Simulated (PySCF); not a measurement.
How the functional moves excitation energies

Species: butyl formate, C5H10O2.
SMILES: `CCCCOC=O`

Linear-response calculations in the def2-SVPD basis (PySCF; singlets by full response, triplets Tamm–Dancoff, core orbitals frozen in the response; HF means time-dependent Hartree–Fock). 'Strongest' is the level of largest summed f among the singlets computed (10 roots, of which the last may lack a degenerate partner); it can jump between rows when another state enters that window. S1 is the lowest singlet of each run and needn't be the same state throughout; f(S1) is that of one state. Isolated species at its PBE0-D3(BJ)/def2-SVP geometry (one conformer only).

| functional | kind | S1 (eV) | f(S1) | strongest (eV) | T1 (eV) | HOMO (eV) | gap (eV) | ionisation energy, ΔSCF (eV) |
| --- | --- | --- | --- | --- | --- | --- | --- | --- |
| LDA | LDA | 5.65 | 0.002 | 6.99 | 5.15 | -6.83 | 5.39 | 10.70 |
| PBE | GGA | 5.69 | 0.002 | 7.29 | 5.12 | -6.65 | 5.48 | 10.49 |
| B3LYP | global hybrid, 20% exact exchange | 5.84 | 0.002 | 7.82 | 5.28 | -8.08 | 7.76 | 10.54 |
| PBE0 | global hybrid, 25% exact exchange | 5.90 | 0.002 | 7.89 | 5.30 | -8.33 | 8.33 | 10.56 |
| BHandHLYP | global hybrid, 50% exact exchange | 6.09 | 0.002 | 8.48 | 5.53 | -9.99 | 11.12 | 10.70 |
| CAM-B3LYP | range-separated hybrid | 5.89 | 0.002 | 8.32 | 5.33 | -9.84 | 11.01 | 10.90 |
| wB97X-D | range-separated hybrid | 5.94 | 0.002 | 8.16 | 5.43 | -10.28 | 12.20 | 10.85 |
| LC-wPBE | range-separated hybrid | 5.91 | 0.002 | 8.35 | 5.31 | -11.14 | 13.52 | 10.99 |
| HF | Hartree–Fock | 6.58 | 0.002 | 9.32 | 6.04 | -12.60 | 15.21 | not settled |

S1 runs from 5.65 eV (LDA) to 6.58 eV (HF), a spread of 0.93 eV, while the orbital gap spreads over 9.8 eV. Along PBE (0%), B3LYP (20%), PBE0 (25%), BHandHLYP (50%), HF (100%) S1 rises with the share of exact exchange. −ε(HOMO) comes closest to its own ΔSCF ionisation energy with LC-wPBE (+0.16 eV) and misses most with LDA (-3.87 eV). 'Not settled' means that the ion's SCF failed to converge or may have ended in another state than the lowest.
